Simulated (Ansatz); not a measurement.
Ga₂P₃, relaxed as a doublet with UKS PBE-D4/def2-SVP in Ansatz, starting from the GFN2-xTB geometry. Force threshold 0.02 eV/Å.

The relaxation made no stability test and no search for a lower SCF solution. The structure comes from a short search, and lower isomers may exist.

Start:

Cartesian coordinates in Å:
```
Ga 0.752 -2.243 -0.037
Ga -0.460 2.275 -0.463
P -0.721 -0.279 -0.915
P -0.706 -0.076 1.207
P 1.134 0.324 0.207
```

Q: Estimate the energy that the relaxation releases and the steps that it takes.

A: 15.0 kJ/mol, in 4 steps; 11 s on 4 threads of Arm Neoverse N1 on a shared host. No frequencies were taken in this run, so the end may be a saddle point.

Q: Does the start keep its bonding and symmetry?

A: By distances, no bond broke or formed. The bond that changes most is P3–P5, from 2.25 to 2.36 Å (atoms count from 1). Point group Cs at the start, C2v at the end, both within 0.05 Å.

Q: Predict the relaxed structure.

A: 
```xyz
5

Ga    0.818   -2.146   -0.199
Ga   -0.347    2.196   -0.608
P    -0.821   -0.300   -0.849
P    -0.776   -0.083    1.328
P     1.125    0.333    0.328
```
Bond lengths (bridged metal pairs left out): 4 × Ga–P 2.55 Å; 3 × P–P 2.19 to 2.36 Å.
